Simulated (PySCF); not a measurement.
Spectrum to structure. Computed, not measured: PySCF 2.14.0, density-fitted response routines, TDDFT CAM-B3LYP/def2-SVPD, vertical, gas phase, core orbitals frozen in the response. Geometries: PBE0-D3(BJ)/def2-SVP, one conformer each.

| state | E (eV) | f |
| --- | --- | --- |
| S1 | 6.69 | 0.0032 |
| S2 | 7.00 | 0.212 |
| S3 | 7.16 | 0.166 |
| S4 | 7.37 | 0.0058 |
| S5 | 7.83 | 0.010 |
| S6 | 7.89 | 0.0074 |
| S7 | 7.96 | 0.022 |
| S8 | 8.01 | 0.0081 |
| S9 | 8.08 | 0.0075 |
| S10 | 8.11 | 0.032 |

Triplets computed (Tamm–Dancoff): 4.33, 6.42, 6.98, 7.26 eV.

Orbital energies (eV): HOMO-3 -10.12, HOMO-2 -9.86, HOMO-1 -8.72, HOMO -8.55, LUMO 1.18, LUMO+1 1.43, LUMO+2 1.78.

Task: Which structure fits?
A. `[SiH3]c1oc2ccccc2p1`
B. `C=C1CCCC[C@H]1OC(C)C`
C. `C1[C@@H]2C(C)(C)[C@H](O)[C@](C2)(C)C1`

Result: B. Its S1 lies at 6.69 eV; the nearest of the others has S1 at 6.95 eV. S1 is HOMO-1→LUMO (50%), HOMO-1→LUMO+1 (30%). Löwdin shares by element: HOMO carbon 75% or more (atoms not listed hold the other 25%); LUMO carbon 36% or more, hydrogen 6% or more (atoms not listed hold the other 59%). At the same level the other candidates give, for their lowest levels:
- `CC1(C)[C@H]2CC[C@](C)(C2)[C@H]1O`: 6.95 eV (f 0.002); 7.79 eV (f 0.014); 7.90 eV (f 0.006); 8.17 eV (f 0.028); 8.21 eV (f 0.024); T1 6.73 eV; HOMO -8.79, LUMO 1.09 eV
- `[SiH3]c1oc2ccccc2p1`: 4.65 eV (f 0.228); 4.93 eV (f 0.067); 5.45 eV (f 0.006); 5.76 eV (f 0.048); 5.95 eV (f 0.258); T1 2.77 eV; HOMO -7.80, LUMO -0.65 eV

Without π bonds the low states are Rydberg-like; a valence basis with one diffuse set may place them up to an eV too high.
